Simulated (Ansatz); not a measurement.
C4H3CoO4Si (`[O+]#[C][Co-4]([SiH3])([C]#[O+])([C]#[O+])[C]#[O+]`). Charge 0, multiplicity 1. Correlated methods include outer-core shells of Co, which these sets cover unevenly. Scalar relativity is left out up to krypton.

Cartesian coordinates in Å:
```
O 0.121 2.846 -0.545
C 0.311 1.743 -0.346
Co 0.617 0.020 -0.035
Si -1.707 -0.055 0.098
C 0.345 -1.137 -1.359
O 0.176 -1.876 -2.206
C 0.498 -0.570 1.638
O 0.427 -0.947 2.708
C 2.395 0.076 -0.137
O 3.525 0.113 -0.202
H -2.326 0.381 -1.182
H -2.205 0.838 1.177
H -2.178 -1.435 0.389
```

Q: Give the diagnostics of a CCSD(T)/def2-TZVPP run (frozen core, the Gaussian-basis code of Ansatz). (Best estimate.)

A: Ansatz gave: T1 = 0.0492, largest single amplitude 0.165, largest double 0.048, (T) share of the correlation energy 5.6 %, 16 CCSD cycles. The RHF solution is unstable towards an unrestricted one. T1 lies over the customary mark of 0.02 for closed shells; compounds of d metals often pass it without a breakdown.
